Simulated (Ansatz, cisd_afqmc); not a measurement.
System: Cl, charge 0, doublet.

Total energies in aug-cc-pV(D+d)Z, 7 correlated electrons, 5 frozen orbitals. UHF or UKS for unpaired electrons; spin-orbit terms are left out. Correlated methods leave the cores frozen. No relativity. AFQMC is phaseless with a CISD trial state; ± is one standard error, without the phaseless bias. Outlying blocks are dropped, and bars are widened where a walk drifts. Over all cases where full CI ran beside it in this data, AFQMC minus full CI had a median of +0.1 mEh and passed +0.4 mEh in a tenth of the cases. Full CI freezes restricted core orbitals and the other rows unrestricted ones, which leaves a small offset even where coupled cluster is exact.

```tsv
method	program	energy (Eh)	error against FCI (mEh)
HF	Ansatz	-459.47306	145.68
MP2	Ansatz	-459.59580	22.93
CCSD	Ansatz	-459.61542	3.32
CCSD(T)	Ansatz	-459.61807	0.66
CCSDT(Q)	Ansatz	-459.61872	0.01
CCSDTQ	Ansatz	-459.61874	-0.01
AFQMC/CISD	cisd_afqmc	-459.6185 ± 0.0002	0.3 ± 0.2
FCI	Ansatz	-459.61873	0.00
```

Ansatz is a program for electronic structure.
